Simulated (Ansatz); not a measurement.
Ansatz (a quantum-chemistry and plane-wave program) input (B3LYP-D3(BJ)/def2-TZVP):

Ansatz 0.2 input:
```yaml
crystal:
  periodic: [false, false, false]
  atoms:
    - {symbol: Ta, position_ang: [-0.02193742, -0.04402695, -1.01160848]}
    - {symbol: C, position_ang: [0.03856062, 0.01839919, 1.00810299]}
basis:
  gaussian:
    orbitals: def2-TZVP
hamiltonian:
  xc: b3lyp
  dispersion: d3bj
magnetization: {spin_polarized: true, initial_magnetization: 3}
relax: {f_tol: 0.002, max_steps: 150}
```

End of the output:

```
reference -2582.10512308 eV, -94.8906130595 hartree; 11, 8 occupied and 60, 63 virtual orbitals, 554 factors
relax step   5: F+E_penalty+E_count = -2582.17936670 eV  Δ(F+E_penalty+E_count) = -2.891e-3 eV  max|allowed force component| = 4.661e-2 eV/Å  Δτ_max = 0.0066 Å  (59 SCF iters, accepted)
these checks for a lower state are left out or cut short: starts, cluster_reference, orbital_swaps, neighbouring_geometries, increment
integrals: 0.01 GiB planned
554 factors; their error is unknown
mean field: 0.20 GiB planned
mean field -2582.10495823 eV, -94.8906070015 hartree, gradient 2.6e-5 eV, S^2 3.763709; 0 other end points of the search recorded, 0 dependent functions left out
the calculation of the forces begins
reference -2582.10513887 eV, -94.8906136398 hartree; 11, 8 occupied and 60, 63 virtual orbitals, 554 factors
relax step   6: F+E_penalty+E_count = -2582.17938136 eV  Δ(F+E_penalty+E_count) = -1.465e-5 eV  max|allowed force component| = 3.136e-2 eV/Å  Δτ_max = 0.0010 Å  (60 SCF iters, accepted)
these checks for a lower state are left out or cut short: starts, cluster_reference, orbital_swaps, neighbouring_geometries, increment
integrals: 0.01 GiB planned
554 factors; their error is unknown
mean field: 0.20 GiB planned
mean field -2582.10497001 eV, -94.8906074343 hartree, gradient 5.7e-6 eV, S^2 3.763653; 0 other end points of the search recorded, 0 dependent functions left out
the calculation of the forces begins
reference -2582.10515065 eV, -94.8906140726 hartree; 11, 8 occupied and 60, 63 virtual orbitals, 554 factors
relax step   7: F+E_penalty+E_count = -2582.17939359 eV  Δ(F+E_penalty+E_count) = -1.224e-5 eV  max|allowed force component| = 1.530e-5 eV/Å  Δτ_max = 0.0004 Å  (61 SCF iters, accepted)
integrals: 0.01 GiB planned
554 factors; their error is unknown
mean field: 0.20 GiB planned
mean field evaluation 160: about -2582.1050 eV, gradient 5.7e-6 eV
mean field evaluation 192: about -2582.0902 eV, gradient 1.4e0 eV
mean field -2582.10497001 eV, -94.8906074343 hartree, gradient 5.7e-6 eV, S^2 3.763653; 5 other end points of the search recorded, 0 dependent functions left out
the calculation of the forces begins
reference -2582.10515065 eV, -94.8906140726 hartree; 11, 8 occupied and 60, 63 virtual orbitals, 554 factors
Total energy: -2582.17957423 eV, -94.8933490887 hartree
Atom 0 at    -0.018270    -0.040243    -0.889171 Å, force    -0.000000    -0.000000    -0.000015 eV/Å
Atom 1 at     0.034893     0.014615     0.885665 Å, force     0.000000     0.000000     0.000015 eV/Å
Dipole moment:    -0.025531    -0.026344    -0.852331 e Å
```

The spin state was set by rule; other spins were not relaxed.
